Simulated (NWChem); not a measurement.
System: CH4BrGa; SMILES [GaH]([Br])[CH3]

Input file for NWChem:

```
start job
memory heap 200 mb stack 900 mb global 1100 mb
geometry units angstroms noautosym nocenter noautoz
  Ga    -0.400814     0.892583    -0.004307
  H     -1.943443     1.147125     0.017614
  Br     0.177989    -1.343678     0.004854
  C      1.080833     2.166787    -0.012586
  H      1.933409     1.768370    -0.580860
  H      1.415307     2.330435     1.025050
  H      0.777486     3.137548    -0.431072
end
basis spherical
  * library aug-cc-pvdz
end
dft
  xc b3lyp
  iterations 150
end
property
  response 1 0.0773
end
task dft property
```

The geometry was optimised at PBE0/def2-SVP.

Field at 589 nm.

Q: What results follow from this input? (B3LYP/aug-cc-pVDZ.) Quantities: isotropic polarisability (bohr³); anisotropy (bohr³).

A: 
```json
{
 "isotropic polarisability (bohr³)": "68.2",
 "anisotropy (bohr³)": "29.6"
}
```
